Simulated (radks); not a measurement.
Values are calculated unless marked as measured or tabulated.
All-electron atom: Pr2+ in [Xe] 4f3.

Level of theory: scalar-relativistic Kohn-Sham, PBEsol, spin-polarised, spherical densities, finite nucleus; open shells are filled with parallel spins first (spin-orbit coupling, left out, can overturn this in heavy ions); Fermi nuclear charge, rms radius 4.8919 fm (a radial shooting solver on a logarithmic mesh with Libxc functionals).

Energy parts (hartree):
part                       energy
total                  -9232.8801
kinetic                 9804.3612
electron-nucleus      -22376.9841
Hartree                 3551.8394
exchange-correlation    -212.0965

Orbitals (lengths in bohr, moments of r in powers of bohr; <r^-3> diverges for s and p1/2; r(max) is where P^2 peaks):
orbital  occ.  eigenvalue (hartree)      <r>      <r^4>   r(max)  <r^-3>
1s down     1             -1536.338  0.02410  1.647e-06  0.01542       -
1s up       1             -1536.338  0.02410  1.647e-06  0.01542       -
2s up       1             -247.5563   0.1031  0.0002701  0.08728       -
2s down     1             -247.5560   0.1031  0.0002701  0.08728       -
2p up       3             -221.6027  0.09056  0.0001982  0.07028    8477
2p down     3             -221.6026  0.09056  0.0001982  0.07028    8477
3s up       1             -53.76412   0.2725    0.01089   0.2492       -
3s down     1             -53.73674   0.2724    0.01087   0.2492       -
3p up       3             -45.54243   0.2706    0.01137   0.2440    1711
3p down     3             -45.51520   0.2705    0.01135   0.2439    1712
3d up       5             -33.98516   0.2476   0.009369   0.2005   234.1
3d down     5             -33.96396   0.2475   0.009343   0.2005   234.4
4s up       1             -11.07456   0.6229     0.2792   0.5791       -
4s down     1             -10.99868   0.6226     0.2787   0.5789       -
4p up       3              -8.38893   0.6599     0.3677   0.6047   369.8
4p down     3              -8.31216   0.6596     0.3672   0.6044   370.0
4d up       5              -4.54797   0.7280     0.6195   0.6361   41.46
4d down     5              -4.47011   0.7279     0.6209   0.6356   41.48
5s up       1              -1.92415    1.500      9.417    1.350       -
5s down     1              -1.87195    1.512      9.751    1.357       -
5p up       3              -1.27146    1.742      18.01    1.529   51.54
5p down     3              -1.23057    1.762      18.90    1.541   49.70
4f up       3              -0.53497    1.128      8.752   0.6932   4.373
4f down     0              -0.46734    1.175      11.45   0.6942   4.220

The highest occupied level is 4f up at -14.557 eV. The spin density at the nucleus is 0.022 e/bohr^3 (1s 0.007, 2s -0.191, 3s -3.852, 4s -0.577, 5s 4.635).
